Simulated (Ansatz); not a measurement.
Reaction (redistribution): `BB([SiH3])S` + `[NH2][Zn][OH]` → `BB(N)[SiH3]` + `[OH][Zn][SH]`

Isolated molecules relaxed with PBE0-D4/def2-TZVP in Ansatz; ΔE leaves out vibrations. CCSD(T)/CBS is the MP2 limit (def2-TZVPP, def2-QZVPP) plus CCSD(T) − MP2 in def2-TZVPP, frozen cores. Functionals use def2-TZVPP. B3LYP here is the variant with VWN-RPA as its local correlation; programs differ in this. HSE06 is defined as in plane-wave codes. For Zn outer-core shells are correlated without core-valence functions, which leaves a few kJ/mol of doubt a bond. Scalar relativity is left out up to krypton. Each species was taken in one conformer, which may not be the lowest.

```json
{"level": "revPBE-D4", "ΔE (kJ/mol)": "-99.2", "difference from CCSD(T)/CBS": "6.4"}
{"level": "B97M-V", "ΔE (kJ/mol)": "-104.2", "difference from CCSD(T)/CBS": "1.4"}
{"level": "B3LYP-D4", "ΔE (kJ/mol)": "-107.6", "difference from CCSD(T)/CBS": "-2.0"}
{"level": "r2SCAN0-D4", "ΔE (kJ/mol)": "-109.7", "difference from CCSD(T)/CBS": "-4.1"}
{"level": "HSE06-D4", "ΔE (kJ/mol)": "-108.3", "difference from CCSD(T)/CBS": "-2.7"}
{"level": "CAM-B3LYP-D4", "ΔE (kJ/mol)": "-110.2", "difference from CCSD(T)/CBS": "-4.6"}
{"level": "r2SCAN", "ΔE (kJ/mol)": "-103.7", "difference from CCSD(T)/CBS": "1.9"}
{"level": "r2SCAN0", "ΔE (kJ/mol)": "-110.1", "difference from CCSD(T)/CBS": "-4.5"}
{"level": "CAM-B3LYP", "ΔE (kJ/mol)": "-111.7", "difference from CCSD(T)/CBS": "-6.1"}
{"level": "RPA@PBE/def2-TZVPP", "ΔE (kJ/mol)": "-96.6", "difference from CCSD(T)/CBS": "9.0"}
{"level": "HF/def2-TZVPP", "ΔE (kJ/mol)": "-125.5", "difference from CCSD(T)/CBS": "-19.9"}
{"level": "MP2/def2-TZVPP", "ΔE (kJ/mol)": "-97.1", "difference from CCSD(T)/CBS": "8.5"}
{"level": "SCS-MP2/def2-TZVPP", "ΔE (kJ/mol)": "-99.6", "difference from CCSD(T)/CBS": "6.0"}
{"level": "HF/def2-QZVPP", "ΔE (kJ/mol)": "-126.3", "difference from CCSD(T)/CBS": "-20.7"}
{"level": "MP2/CBS(def2)", "ΔE (kJ/mol)": "-100.9", "difference from CCSD(T)/CBS": "4.7"}
{"level": "CCSD/CBS(def2)", "ΔE (kJ/mol)": "-109.1", "difference from CCSD(T)/CBS": "-3.5"}
{"level": "CCSD(T)/CBS", "ΔE (kJ/mol)": "-105.6", "difference from CCSD(T)/CBS": "0"}
```

Largest T1 diagnostic among the species: 0.017.

Leaving LDA and LC-ωPBE aside and taking each functional with its dispersion term where it has one, the values, not all of them listed here, spread over 15.2 kJ/mol, from BHLYP-D4 to revPBE-D4. From PBE to PBE0 (25 % exact exchange), in def2-TZVPP and without D4, ΔE moves by −6.6 kJ/mol. In def2-TZVPP, CCSD(T) changes the Hartree–Fock value by +23.7 kJ/mol (the triples alone add +3.5 kJ/mol) and MP2 by +28.5 kJ/mol.
